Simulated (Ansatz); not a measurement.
Ansatz (an electronic-structure program) input (CCSD(T)/def2-QZVPPD):
A basis named .json is the Basis Set Exchange file of that set.

Ansatz 0.2 input:
```yaml
crystal:
  periodic: [false, false, false]
  atoms:
    - {symbol: Sn, position_ang: [-0.00000000, -0.00000000, -0.25264832]}
    - {symbol: O, position_ang: [0.00000000, 0.00000000, 1.57905201]}
basis:
  gaussian:
    orbitals: def2-QZVPPD.json
total_charge: -1
magnetization: {spin_polarized: true, initial_magnetization: 1}
correlation: {method: ccsd_t, electrons: outside_noble_gas}
```

Output:

```
Functional definition: HF
integrals: 0.63 GiB planned
969 factors; integrals over basis functions are off by at most 1.0e-3 eV
mean field: 0.47 GiB planned
mean field evaluation 1: about -7842.4195 eV, gradient 1.1e1 eV
mean field evaluation 2: about -7842.4225 eV, gradient 1.1e1 eV
mean field evaluation 4: about -7843.2276 eV, gradient 2.3e0 eV
mean field evaluation 8: about -7843.2948 eV, gradient 2.5e-1 eV
mean field evaluation 16: about -7843.2996 eV, gradient 2.8e-6 eV
mean field evaluation 32: about -7843.2995 eV, gradient 1.6e-2 eV
mean field evaluation 64: about -7843.3371 eV, gradient 3.9e0 eV
mean field evaluation 96: about -7843.0059 eV, gradient 4.4e0 eV
mean field evaluation 128: about -7843.2799 eV, gradient 4.3e-1 eV
mean field evaluation 160: about -7840.9976 eV, gradient 1.0e0 eV
mean field evaluation 192: about -7843.3031 eV, gradient 9.5e-2 eV
mean field evaluation 224: about -7843.2987 eV, gradient 1.5e-1 eV
mean field evaluation 256: about -7843.2986 eV, gradient 3.9e-2 eV
mean field evaluation 288: about -7843.2996 eV, gradient 5.8e-3 eV
mean field evaluation 320: about -7842.9297 eV, gradient 1.1e0 eV
mean field evaluation 352: about -7841.9471 eV, gradient 9.1e-1 eV
mean field evaluation 384: about -7843.2923 eV, gradient 4.7e-1 eV
mean field evaluation 416: about -7841.6655 eV, gradient 8.6e-2 eV
mean field evaluation 448: about -7840.6682 eV, gradient 6.3e-4 eV
mean field evaluation 480: about -7840.5485 eV, gradient 5.1e-3 eV
mean field evaluation 512: about -7840.3366 eV, gradient 2.8e-1 eV
mean field evaluation 544: about -7842.2211 eV, gradient 3.8e-2 eV
mean field evaluation 576: about -7841.0411 eV, gradient 3.4e-2 eV
mean field evaluation 608: about -7840.8438 eV, gradient 2.3e-1 eV
mean field evaluation 640: about -7841.9386 eV, gradient 3.9e0 eV
mean field evaluation 672: about -7841.4005 eV, gradient 2.0e0 eV
mean field evaluation 704: about -7843.2995 eV, gradient 1.2e-2 eV
mean field evaluation 736: about -7839.9844 eV, gradient 4.4e0 eV
mean field evaluation 768: about -7840.5149 eV, gradient 1.8e0 eV
mean field evaluation 800: about -7841.9815 eV, gradient 3.0e-2 eV
mean field evaluation 832: about -7840.9824 eV, gradient 4.9e0 eV
mean field evaluation 864: about -7841.4277 eV, gradient 5.8e-1 eV
mean field evaluation 896: about -7840.2027 eV, gradient 9.9e0 eV
mean field evaluation 928: about -7840.4748 eV, gradient 1.4e-1 eV
mean field evaluation 960: about -7843.2996 eV, gradient 3.0e-3 eV
mean field evaluation 992: about -7843.3435 eV, gradient 9.4e-1 eV
mean field evaluation 1024: about -7843.2946 eV, gradient 1.8e-3 eV
mean field evaluation 1056: about -7843.2945 eV, gradient 3.9e-2 eV
mean field evaluation 1088: about -7841.9293 eV, gradient 9.4e-2 eV
mean field evaluation 1120: about -7841.9315 eV, gradient 1.8e-3 eV
mean field evaluation 1152: about -7840.8705 eV, gradient 1.8e-3 eV
mean field evaluation 1184: about -7840.5852 eV, gradient 1.2e-2 eV
mean field evaluation 1216: about -7840.8680 eV, gradient 2.6e-1 eV
mean field evaluation 1248: about -7843.2996 eV, gradient 3.3e-4 eV
mean field evaluation 1280: about -7840.5819 eV, gradient 6.7e-2 eV
mean field -7843.40634644 eV, -288.2398667800 hartree, gradient 2.6e-6 eV, S^2 1.408104; 33 other end points of the search recorded, 0 dependent functions left out
determinant -7843.40634644 eV, -288.2398667800 hartree, with singles and doubles -7853.01787753 eV, -288.5930840325 hartree
determinant -7843.29956066 eV, -288.2359424748 hartree, with singles and doubles -7853.22179606 eV, -288.6005779004 hartree
determinant -7843.29464494 eV, -288.2357618255 hartree, with singles and doubles -7853.09543857 eV, -288.5959343482 hartree
determinant -7843.29234585 eV, -288.2356773355 hartree, with singles and doubles -7853.20882900 eV, -288.6001013698 hartree
determinant -7842.22121553 eV, -288.1963140223 hartree, with singles and doubles -7850.36054649 eV, -288.4954289181 hartree
determinant -7841.98182330 eV, -288.1875165202 hartree, with singles and doubles -7851.87193399 eV, -288.5509713843 hartree
determinant -7841.96704031 eV, -288.1869732553 hartree, with singles and doubles -7851.71640932 eV, -288.5452559579 hartree
determinant -7841.93151377 eV, -288.1856676788 hartree, with singles and doubles -7851.76188358 eV, -288.5469271061 hartree
determinant -7841.69100285 eV, -288.1768290657 hartree, with singles and doubles -7850.18226422 eV, -288.4888771656 hartree
determinant -7841.66586174 eV, -288.1759051470 hartree, with singles and doubles -7851.39277664 eV, -288.5333626763 hartree
determinant -7841.54487585 eV, -288.1714589976 hartree, with singles and doubles -7850.20745129 eV, -288.4898027733 hartree
determinant -7841.50723256 eV, -288.1700756320 hartree, with singles and doubles -7851.50424615 eV, -288.5374591054 hartree
determinant -7841.04123934 eV, -288.1529506971 hartree, with singles and doubles -7849.70457609 eV, -288.4713224503 hartree
determinant -7840.87049552 eV, -288.1466759776 hartree, with singles and doubles -7848.91342230 eV, -288.4422480848 hartree
determinant -7840.66821584 eV, -288.1392423363 hartree, with singles and doubles -7848.71051584 eV, -288.4347914099 hartree
determinant -7840.60860035 eV, -288.1370515074 hartree, with singles and doubles -7849.72276669 eV, -288.4719909427 hartree
determinant -7840.58521053 eV, -288.1361919476 hartree, with singles and doubles -7848.65203357 eV, -288.4326422261 hartree
determinant -7840.55042811 eV, -288.1349137172 hartree, with singles and doubles -7850.20861023 eV, -288.4898453634 hartree
determinant -7840.54853953 eV, -288.1348443132 hartree, with singles and doubles -7849.95946631 eV, -288.4806894934 hartree
determinant -7840.47829796 eV, -288.1322629831 hartree, with singles and doubles -7850.34662247 eV, -288.4949172197 hartree
determinant -7840.31799177 eV, -288.1263718393 hartree, with singles and doubles -7848.49255812 eV, -288.4267816117 hartree
determinant -7843.40634644 eV, -288.2398667800 hartree, with singles and doubles -7853.04518844 eV, -288.5940876898 hartree
determinant -7843.29956066 eV, -288.2359424748 hartree, with singles and doubles -7853.07973080 eV, -288.5953570984 hartree
determinant -7843.29464494 eV, -288.2357618255 hartree, with singles and doubles -7853.05495803 eV, -288.5944467156 hartree
determinant -7843.29234585 eV, -288.2356773355 hartree, with singles and doubles -7853.07905172 eV, -288.5953321424 hartree
10 core orbitals not correlated
reference -7843.29956066 eV, -288.2359424748 hartree; 6, 5 occupied and 138, 139 virtual orbitals, 969 factors
second order -10.04175399 eV of doubles, -0.00000000 eV of singles
coupled cluster: 1.44 GiB planned
cycle   1  -9.78017173 eV  change   -1.6e-6 eV  update   2.3e-6
perturbative correction -0.60259574 eV, -0.0221449851 hartree
Total energy: -7853.68232813 eV, -288.6175021419 hartree
```

This state (charge -1, doublet) is run at the relaxed geometry of the species with charge 0 and multiplicity 1.
